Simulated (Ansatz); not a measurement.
Wavefunction ladder for FH2NSn, SMILES `[NH2][Sn][F]`

| atom | x (Å) | y (Å) | z (Å) |
| --- | --- | --- | --- |
| N1 | -0.6153 | -0.1814 | 0.3083 |
| Sn2 | 1.2441 | 0.5070 | 0.5951 |
| F3 | 1.6401 | 0.4270 | -1.3140 |
| H4 | -1.3073 | -0.3432 | 1.0232 |
| H5 | -0.9617 | -0.4094 | -0.6125 |

Charge 0, multiplicity 1. Correlated methods include outer-core shells of Sn, which these sets cover unevenly. Sn: def2 effective core potential. Geometry: relaxed with PBE0-D4/def2-TZVP. It is one conformer, not always the lowest. Frozen core, restricted reference, Ansatz.

| basis | HF (Eh) | MP2 corr. | CCSD corr. | (T) | CCSD(T) total |
| --- | --- | --- | --- | --- | --- |
| def2-SVP | -368.32101 | -0.45445 | -0.47355 | -0.01183 | -368.80639 |
| def2-TZVPP | -368.53488 | -0.77867 | -0.77544 | -0.02578 | -369.33610 |
| def2-QZVPP | -368.54529 | -1.03261 | – | – | – |
